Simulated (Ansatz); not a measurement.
`[SiH3]/C=C/[SiH3]`, charge 0, multiplicity 1.

Question: Give a relaxed structure at PBE0-D4/def2-TZVP (the Gaussian-basis code of Ansatz). (An estimate is asked.)

Answer: The calculation gave: 
```xyz
12

Si    0.344    2.196   -0.603
C    -0.153    0.607    0.236
C     0.154   -0.607   -0.235
Si   -0.344   -2.196    0.602
H     1.182    3.027    0.304
H     1.113    1.870   -1.832
H    -0.858    2.995   -0.965
H    -0.726    0.672    1.162
H     0.727   -0.672   -1.161
H     0.857   -2.999    0.959
H    -1.108   -1.870    1.835
H    -1.188   -3.023   -0.302
```
Point group C2h.
This is one stationary point; other conformers may exist.
